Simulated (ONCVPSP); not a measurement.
# lanthanum, ONCV: configuration errors across variants

La, optimised norm-conserving Vanderbilt (ONCV), made with ONCVPSP 4.0.1 (LDA (Perdew-Wang 92), scalar-relativistic). Core [Kr] 4d10, reference 5s2 5p6 5d1 6s1.5 (charge +0.5). Waves: 5s+6s: rc 2.60 bohr, ncon 4, nbas 9, qcut 5 1/bohr, 2 projectors; 5p: rc 1.85 bohr, ncon 4, nbas 9, qcut 3.9 1/bohr, 2 projectors, debl 1.1 Ha; 5d: rc 2.65 bohr, ncon 4, nbas 8, qcut 4.1 1/bohr, 2 projectors, debl 2.6 Ha; f scattering state at 0.47 Ha: rc 2.80 bohr, ncon 5, nbas 8, qcut 4.4 1/bohr, 1 projector. Local part: polynomial inside 1.75 bohr (lpopt 5, dvloc0 0 Ha). Core correction: none.

In the f channel the program set the typed energies aside and used -0.272 Ha.

All-electron excitation energies from the reference (eV): (1) 5s2 5p6 5d1 6s2 -2.480; (2) 5s2 5p6 5d1 6s1 3.678; (3) 5s2 5p6 5d1 6s0 14.825; (4) 5s2 5p6 5d1.5 6s1.5 -2.119.

1 further variants failed, have other tests or too few solved ones, and are left out.

Errors AE − PS in meV (a dash: test not solved or not reliable):

```
     change   (1)   (2)   (3)   (4)  bound ghosts  GHOST(+) flags above zero
       base  +0.3  -0.7  -3.8  -0.8          none                          s
s: qcut 3.2  +0.2  -0.8  -6.4  -0.9          none                          s
s: qcut 3.8  +0.3  -0.8  -5.5  -0.9          none                          s
s: qcut 4.5  +0.3  -0.7  -4.4  -0.8          none                          s
s: qcut 5.1  +0.3  -0.7  -3.7  -0.8          none                          s
s: qcut 6.2  +0.3  -0.6  -2.8  -0.7          none                          s
  s: qcut 7  +0.4  -0.6  -2.2  -0.7          none                          s
```

Q: Give the same row for: s: qcut 5.5.

A: +0.3, -0.6, -3.3, -0.8; bound ghosts: none; GHOST(+) flags above zero: s.
